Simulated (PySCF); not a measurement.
Delta-SCF ions had no search for a lower state. Excitations are Tamm–Dancoff values on a coarser integration grid. The basis has no diffuse functions, so Rydberg states are missing or too high.

Cartesian coordinates (Å):
SMILES: C(C[C@@H](C)[SiH3])C(F)(F)F
```xyz
20

C      2.0038    -1.0951     0.7524
C      0.9832     0.0256     0.4962
Si     1.7273     1.3282    -0.6794
C     -0.3498    -0.5639     0.0039
C     -1.4847     0.4526    -0.1239
C     -2.8027    -0.1777    -0.5075
F     -2.7226    -0.8221    -1.6876
F     -3.2144    -1.0766     0.4076
F     -3.7720     0.7473    -0.6221
H      2.9481    -0.7074     1.1652
H      2.2439    -1.6362    -0.1784
H      1.6049    -1.8358     1.4661
H      0.7960     0.5492     1.4533
H      3.0596     1.7591    -0.1641
H      1.9003     0.7333    -2.0390
H      0.8588     2.5364    -0.7997
H     -0.6683    -1.3554     0.7041
H     -0.2007    -1.0613    -0.9697
H     -1.2652     1.2161    -0.8856
H     -1.6454     0.9838     0.8278
```
Charge 0, spin multiplicity 1.

Q: Predict the T1 excitation (TDA), total energy, S1–T1 gap (TDA), vertical ionisation energy (Delta-SCF) and HOMO from M06-2X/def2-TZVP // B3LYP-D3(BJ)/def2-SVP run with PySCF.

A: 
```yaml
T1 excitation (TDA): 7.42 eV
total_energy: -786.1882 Ha
S1–T1 gap (TDA): 0.55 eV
vertical ionisation energy (Delta-SCF): 10.54 eV
HOMO: -9.58 eV
```
